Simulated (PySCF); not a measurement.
Compound: C3H5F2OS2Si (doublet state).
Structure used (GFN2-xTB), in Å, numbered top down from 1:
```
atom  x, y, z in Å
F1    -2.2089   -2.0415    0.4798
C2    -2.1424   -0.7399    0.8303
F3    -3.1976   -0.1070    0.2771
O4    -0.9860   -0.1504    0.7720
C5    -0.4678    0.3876   -0.4924
C6     0.4287    1.5564   -0.1567
S7     1.8910    1.0502    0.8155
Si8    2.0093   -0.9591    0.0932
S9     0.4162   -0.9126   -1.3678
H10   -1.3048    0.7071   -1.1200
H11   -0.1108    2.2830    0.4498
H12    0.7762    2.0293   -1.0752
H13    1.6739   -1.9112    1.1360
H14    3.2221   -1.1925   -0.6638
```

The hyperfine couplings belong to this conformer and change with its torsions.

Identity: `F[C](F)O[C@H]1CS[SiH2]S1` [radical].

The calculation used UKS B3LYP, pcH-1 on C F H O S Si, non-relativistic, mean-field spin-orbit, GIAO in PySCF 2.14.0. Geometry: GFN2-xTB, one conformer, isolated molecule. The geometry wasn't refined by DFT: couplings that depend on bond lengths, twists or pyramidal angles can differ widely from those at the functional's own minimum. No stability test was run, so a lower SCF solution isn't excluded.

Question: Break the g tensor into its mass correction, gauge correction and orbital-Zeeman/spin–orbit terms.

Answer: 
```json
{"Δg (ppm)": "relativistic mass correction", "1": "-270", "2": "-270", "3": "-270"}
{"Δg (ppm)": "gauge correction", "1": "29", "2": "-35", "3": "-18"}
{"Δg (ppm)": "orbital Zeeman/spin–orbit", "1": "-262", "2": "2113", "3": "2312"}
{"Δg (ppm)": "total", "1": "-503", "2": "1808", "3": "2024"}
```

So g = 2.00182, 2.00413, 2.00434 and g_iso = 2.00343; the tensor is close to axial: the two nearest values differ by 9 % of g3 − g1. 

Question: At 94.419 GHz, how far is the centre of the isotropic spectrum from where a free electron (g = 2.002319) resonates?

Answer: B = hν/(g μB) with μB/h = 13.99624 MHz/mT gives 3369.10 mT for the free electron and 3367.24 mT at g_iso, 1.87 mT lower.

Question: What are the electron Larmor frequencies g μB B/h along the three axes at 330 mT?

Answer: 9.2459, 9.2566, 9.2576 GHz for g1, g2 and g3, a range of 11.7 MHz.

Question: In a frozen sample, at which fields do the three g values resonate at 9.5, 34, 94 and 263 GHz (hyperfine left aside), and which band first spreads them over more than twice a line width of 0.5 mT?

Answer: 
```
band    GHz  B(g3) mT  B(g2) mT  B(g1) mT  spread mT
   X    9.5    338.64    338.68    339.07       0.43
   Q   34.0   1211.98   1212.11   1213.51       1.53
   W   94.0   3350.77   3351.13   3355.00       4.23
   J  263.0   9375.02   9376.03   9386.85      11.83
```

The spread grows in proportion to the frequency. Q band is the first where it exceeds 1.0 mT.

The largest Mulliken spin populations are on C2 (+0.80), C5 (+0.07) and F1 (+0.06). No atom but C2 exceeds +0.15. The angles at C2 add up to 343.6°, so it is pyramidal.

The HOMO–LUMO gaps are 5.40 eV among the α and 4.97 eV among the β orbitals.
